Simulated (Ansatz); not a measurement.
CH6FNOSi can be A, `N[SiH2]OCF`, or B, `NCO[SiH2]F`.

Computed with Ansatz on PBE0-D4/def2-TZVP structures; ΔE is electronic, products minus reactants. CCSD(T)/CBS adds triple-zeta CCSD(T) − MP2 to the extrapolated MP2 energy (def2 sets, frozen cores). DFT in def2-TZVPP. B3LYP here is the variant with VWN-RPA as its local correlation; programs differ in this. One conformer a species, not always the lowest.

Task: Which isomer does CCSD(T)/CBS put lower? Give the gap. (Estimate.)

Result: Ansatz gave: B, by 23.6 kcal/mol.

Task: Give E(B) − E(A) in kcal/mol with ωB97M-V, LDA (SPW92), PBE0-D4, B3LYP-D4, MP2/def2-TZVPP, CCSD/def2-TZVPP, BLYP-D4. (An estimate is asked.)

Result: Ansatz gave: ωB97M-V -22.2, LDA (SPW92) -21.5, PBE0-D4 -22.0, B3LYP-D4 -22.6, MP2/def2-TZVPP -24.2, CCSD/def2-TZVPP -23.2, BLYP-D4 -22.5. None reverses the order clearly.

Task: Does the order hold for the free energy at 298.15 K (harmonic terms from PBE0-D4)? (An estimate is asked.)

Result: Ansatz gave: Yes: G(B) − G(A) = -22.1 kcal/mol, for one conformer each. Modes under 60 cm⁻¹, often nearly free rotors, make the harmonic entropy too high.

Largest T1 diagnostic: 0.012.

At CCSD(T), def2-SVP lies +1.1 kcal/mol from the extrapolated value and def2-TZVPP +0.4 kcal/mol. In def2-TZVPP, CCSD(T) changes the Hartree–Fock value by −0.8 kcal/mol (the triples alone add +0.0 kcal/mol) and MP2 by −1.7 kcal/mol.
